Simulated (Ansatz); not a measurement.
Reaction (formal exchange of groups at the Si–Cl bond): `B[Se][SiH2]Cl` + SiH₄ → `B[Se][SiH2][SiH3]` + HCl

Gas-phase electronic energies from Ansatz, PBE0-D4/def2-TZVP geometries. CCSD(T)/CBS is the MP2 limit (def2-TZVPP, def2-QZVPP) plus CCSD(T) − MP2 in def2-TZVPP, frozen cores. This one scheme is used for every species. Functionals use def2-TZVPP. For Se outer-core shells are correlated without core-valence functions, which leaves a few kJ/mol of doubt a bond. Scalar relativity is left out up to krypton. One conformer a species, not always the lowest.

Question: Is it downhill or uphill in electronic energy at CCSD(T)/CBS, and by how much? (Estimate.)

Answer: Computed: Uphill: ΔE = +90.6 kJ/mol.

Question: What do these levels give: PBE-D4, B2PLYP, HF/def2-TZVPP, SCS-MP2/def2-TZVPP, CCSD(T)/def2-TZVPP, HF/CBS(def2)? (Estimate.)

Answer: Computed: PBE-D4 76.5, B2PLYP 96.6, HF/def2-TZVPP 110.3, SCS-MP2/def2-TZVPP 99.6, CCSD(T)/def2-TZVPP 88.0, HF/CBS(def2) 111.0 kJ/mol.

Largest T1 diagnostic among the species: 0.014.

In def2-TZVPP, CCSD(T) changes the Hartree–Fock value by −22.3 kJ/mol (the triples alone add −2.1 kJ/mol) and MP2 by −12.3 kJ/mol. The D4 term adds −4.4 kJ/mol with B3LYP and −2.8 kJ/mol with PBE0; it sums over pairs of atoms, weighted by their polarisabilities, and B3LYP, whose exchange is more repulsive, gets the larger term. From PBE to PBE0 (25 % exact exchange), in def2-TZVPP and without D4, ΔE moves by +4.5 kJ/mol.

B3LYP here is the variant with VWN-RPA as its local correlation; programs differ in this.
